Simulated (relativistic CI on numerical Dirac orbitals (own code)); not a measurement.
Ions with 19 electrons, K to Sr¹⁹⁺

Calculated at this level of theory: Dirac-Coulomb-Breit CI, KLI orbitals optimised for each configuration, model QED, unscaled Slater integrals (own radial code, finite nucleus).

CI space (outside the closed core [Ne]): 3s2.3p6.3d, 3s2.3p6.4s, 3s2.3p5.3d2, 3s.3p6.3d2, 3s2.3p6.4p, 3p6.3d3, 3p5.3d4. Double excitations out of closed p, d and f shells are left out; levels of such configurations are missing from the list, as are those of other unlisted configurations, and high levels can miss mixing partners.

Energies above each ion's lowest level, in eV. Levels are followed by their leading LS label, which can pass from one level to another where the coupling changes. † marks energies above the tabulated ionisation limit.

```csv
Ion,3s2.3p6.3d 2D_5/2,3s2.3p6.3d 2D_3/2,3s2.3p5.3d2 4D°_1/2,3s2.3p5.3d2 4D°_3/2,3s2.3p5.3d2 4D°_5/2,3s2.3p5.3d2 4D°_7/2,3s2.3p5.3d2 4G°_11/2
K,2.4263,2.4272,22.492†,22.5†,22.514†,22.536†,23.033†
Ca⁺,1.9689,1.9662,24.812†,24.826†,24.849†,24.884†,26.033†
Sc²⁺,0.020135,0,27.042†,27.064†,27.101†,27.156†,28.644†
Ti³⁺,0.04308,0,31.279,31.312,31.368,31.449,33.165
V⁴⁺,0.073101,0,35.457,35.505,35.584,35.699,37.59
Cr⁵⁺,0.1118,0,39.582,39.646,39.755,39.911,41.945
Mn⁶⁺,0.1608,0,43.665,43.75,43.894,44.102,46.251
Fe⁷⁺,0.22177,0,47.717,47.827,48.012,48.282,50.527
Co⁸⁺,0.29647,0,51.747,51.887,52.121,52.463,54.786
Ni⁹⁺,0.38674,0,55.762,55.936,56.228,56.654,59.039
Cu¹⁰⁺,0.49454,0,59.769,59.982,60.339,60.862,63.296
Zn¹¹⁺,0.62192,0,63.771,64.029,64.461,65.093,67.565
Ga¹²⁺,0.77106,0,67.773,68.081,68.596,69.352,71.855
Ge¹³⁺,0.94422,0,71.779,72.141,72.75,73.643,76.172
As¹⁴⁺,1.1438,0,75.79,76.211,76.926,77.969,80.523
Se¹⁵⁺,1.3722,0,79.809,80.294,81.126,82.332,84.913
Br¹⁶⁺,1.6322,0,83.837,84.391,85.352,86.735,89.35
Kr¹⁷⁺,1.9264,0,87.876,88.503,89.607,91.179,93.838
Rb¹⁸⁺,2.2576,0,91.928,92.629,93.891,95.666,98.383
Sr¹⁹⁺,2.6288,0,95.993,96.77,98.207,100.19,102.99
```

In the calculation the lowest level changes from 3s2.3p6.4s 2S_1/2 to 3s2.3p6.3d 2D_3/2 at Sc²⁺.

Between Z = 35 and 38 the energy of 3s2.3p6.3d 2D_5/2 follows a local power law Z^5.8. For orientation: electrostatic splittings inside a shell grow about linearly with the screened charge, excitations that change n as its square, and fine structure as its fourth power; written in Z itself the exponents are larger, since the screened charge grows faster in proportion.

The members near neutrality are the least accurate: they can be off by several eV, miss lower levels of configurations outside the list, or start from a wrong lowest level.
